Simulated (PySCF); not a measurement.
Ionisation energy of Ir⁺ by level of theory

Ir⁺ [Xe] 4f14 5d7 6s1 (5F) → Ir²⁺ [Xe] 4f14 5d7 (4F), as a difference of total energies. Calculation: PySCF 2.14, in def2-TZVPPD with the def2 core potential (60 electrons) (6s5p3d2f1g, 59 functions); a scalar-relativistic core potential. Correlated levels: valence: 5s2 5p6 frozen. The calculations carry no spin-orbit coupling.

```json
{"method": "UHF", "ionisation energy (eV)": "16.333"}
{"method": "MP2 (valence)", "ionisation energy (eV)": "17.299"}
{"method": "SCS-MP2 (valence)", "ionisation energy (eV)": "16.993"}
{"method": "CCSD (valence)", "ionisation energy (eV)": "17.203"}
{"method": "CCSD(T) (valence)", "ionisation energy (eV)": "17.238"}
```

Question: How much does correlation contribute at CCSD(T) (valence)?

Answer: 17.238 − (16.333) = 0.905 eV, measured against UHF.

The reference lies between the lowest fine-structure levels, while these numbers refer to the centres of the terms.

Errors of the correlated levels include the incompleteness of this basis and the frozen core.

For comparison: 17 ± 0.3 eV (semi-empirical (NIST evaluation); NIST Atomic Spectra Database, ionization energies).
